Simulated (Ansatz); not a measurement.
# Relaxing a trial structure of AlCl2H2Si+

The starting geometry of this gas-phase singlet was optimised with GFN2-xTB.

```yaml
atoms:
  - { symbol: Al, position_ang: [-0.2719, 2.5366, 0.6852] }
  - { symbol: Cl, position_ang: [1.6160, 2.6065, 0.0295] }
  - { symbol: Cl, position_ang: [-1.4769, 3.5691, 1.9023] }
  - { symbol: Si, position_ang: [-1.4899, 0.5574, -0.3264] }
  - { symbol: H, position_ang: [-2.8845, 0.1041, -0.1355] }
  - { symbol: H, position_ang: [-0.9916, -0.4636, -1.2736] }
```

**Question.** Where would you expect an optimisation with r2SCAN-D4/def2-SVP to take it?

**Answer.** A new bond forms, giving a structure with Cl3 bridging Si4 and Al1, given below by its coordinates. Distances that change by over a tenth: Al1–Cl3 (2.00 → 2.28 Å). Contacts that close: Cl3–Si4 (3.75 → 2.32 Å).

The energy falls by 0.59 eV over 30 steps:

| step | E − E(last) (eV) |
| --- | --- |
| 1 | 0.587 |
| 4 | 0.471 |
| 7 | 0.471 |
| 11 | 0.443 |
| 14 | 0.387 |
| 17 | 0.380 |
| 20 | 0.352 |
| 24 | 0.040 |
| 27 | 0.002 |
| 30 | 0.000 |

Final geometry (Å):

```xyz
6

Al    0.2696    1.9594    0.4777
Cl    2.0124    2.8439    1.0480
Cl   -1.8329    2.8357    0.6036
Si   -1.5713    0.6980   -0.2558
H    -2.3181   -0.1944    0.6620
H    -2.0585    0.7675   -1.6539
```

Frequencies at the end are all real (lowest 107 cm⁻¹). Run with Ansatz 0.2.0, 59 s on 2 threads of Arm Neoverse V2, with other jobs on the host.
